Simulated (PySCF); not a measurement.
A species of formula CH8B2N2 has this rotational fingerprint, computed with PBE0-D3(BJ)/def2-SVP geometry optimisation, gas phase (PySCF 2.14.0):

| Property | Result |
| --- | --- |
| Rotational constants | A = 8921, B = 3938, C = 2780 MHz |
| Dipole components | \|μa\| = 2.50 D, \|μb\| = 2.22 D, \|μc\| = 0.00 D |
| Inertial defect | -3.20 u·Å² |
| κ | -0.62 |

Question: Which candidate fits, each taken in the one conformer that was computed?
A. `[BH2:1][N:2]([CH3:3])[BH:4][NH2:5]` with B1–N2–B4–N5 180°
B. `[BH2:1][NH:2][BH:3][NH:4][CH3:5]` with B1–N2–B3–N4 1°, N2–B3–N4–C5 180°

Answer: A. It is BN(C)BN, an asymmetric top, point group Cs. The candidates at the same level (rigid rotor, commonest isotopes):

| SMILES | A (MHz) | B (MHz) | C (MHz) | μa (D) | μb (D) | μc (D) | Δ (u·Å²) | point group | rotor |
| --- | --- | --- | --- | --- | --- | --- | --- | --- | --- |
| BN(C)BN | 8921 | 3938 | 2780 | 2.50 | 2.22 | 0.00 | -3.20 | Cs | asymmetric top |
| BNBNC | 16484 | 2522 | 2218 | 1.22 | 0.19 | 0.00 | -3.20 | Cs | near-prolate asymmetric top |

`BNBNC` has A 85 % too high. In the right answer the mirror of this Cs structure is the ab plane, so μc vanishes by symmetry (the 0.02 D computed is a residue). No structure here is proved a minimum.
